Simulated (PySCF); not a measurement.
## J couplings in C$_{4}$H$_{11}$As

Cartesian coordinates in Å; atom numbers follow the order of the lines, from 1:
```xyz
16

C    -0.1050    1.1643    0.7880
C     0.0100   -0.0887   -0.0721
C    -0.0832   -1.3401    0.7985
C    -1.0845   -0.1048   -1.1372
As    1.7681   -0.1765   -1.0367
H    -1.0773    1.1771    1.3135
H    -0.0410    2.0810    0.1820
H     0.6874    1.2077    1.5507
H     0.0173   -2.2621    0.2041
H    -1.0626   -1.3763    1.3064
H     0.6948   -1.3523    1.5783
H    -1.0248   -1.0029   -1.7719
H    -1.0293    0.7787   -1.7929
H    -2.0791   -0.0996   -0.6582
H     1.7729    1.2881   -1.4692
H     2.6211    0.1245    0.1939
```

Method: B3LYP/pcJ-1 (pcSseg-1 on As) (without the spin–dipole term)//PBE0-D3(BJ)/def2-SVP, PySCF 2.14; isolated molecule, single conformer, non-relativistic. Couplings are averaged over pairs made equivalent by symmetry, fast rotation or ring inversion, so a value needn't be that of the named pair in this geometry, while other rotamers aren't included; one pair stands for each set, and the list holds those of at least 1.5 Hz over up to four bonds.

Isotopes: ¹³C, ¹H.

```
    pair  bonds  J (Hz)
  C1, C2      1    36.0
  C1, H6      1       ?
  C2, H6      2    -3.1
  H6, H7      2       ?
H15, H16      2   -11.2
  C1, H9      3     5.5
 C1, H15      3     4.3
```

Problem. Estimate the withheld couplings, with signs.

Solution. 
- ¹J(C1,H6) = 132.9 Hz (bond length 1.105 Å, sp3 carbon)
- ²J(H6,H7) = -13.5 Hz

Relativistic effects of the heavier atoms present are left out.
